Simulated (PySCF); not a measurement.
# Polarisability and C₆ of P (phosphorus, neutral)

[Ne] 3s2 3p3, high-spin 4S determinant. Computed with PySCF 2.14 in dyall-av2z (13s9p2d, 50 functions), with the non-relativistic Hamiltonian (point nucleus). Coupled (time-dependent) response in atomic units; α is the mean over directions. A double-zeta set is small for polarisabilities.

| method | mean α (bohr³) | C₆ (like pair) | S(−4) |
| --- | --- | --- | --- |
| UHF | 24.78 | 187.0 | 173.2 |
| PBE | 26.30 | 200.2 | 215.7 |
| PBE0 | 25.54 | 193.4 | 193.6 |
| PBEsol | 26.60 | 203.4 | 220.1 |
| wB97X-V | 25.06 | 188.7 | 182.7 |

S(−4) is the Cauchy moment in α(ω) = α(0) + S(−4) ω² + …

Reference α: 25 ± 1 bohr³ (recommended; Schwerdtfeger and Nagle, table of static dipole polarizabilities (2023 update)). Published C₆: 185.0 (Chu and Dalgarno (2004); Tang, Norbeck and Certain (1976)).

α(iu) at PBE0:

| u (hartree) | α(iu) (bohr³) |
| --- | --- |
| 0 | 25.54 |
| 0.0500 | 25.07 |
| 0.100 | 23.79 |
| 0.200 | 19.96 |
| 0.300 | 15.98 |
| 0.500 | 10.00 |
| 0.750 | 5.886 |
| 1.00 | 3.772 |
| 1.50 | 1.888 |
| 2.00 | 1.125 |
| 3.00 | 0.5348 |
| 5.00 | 0.2095 |
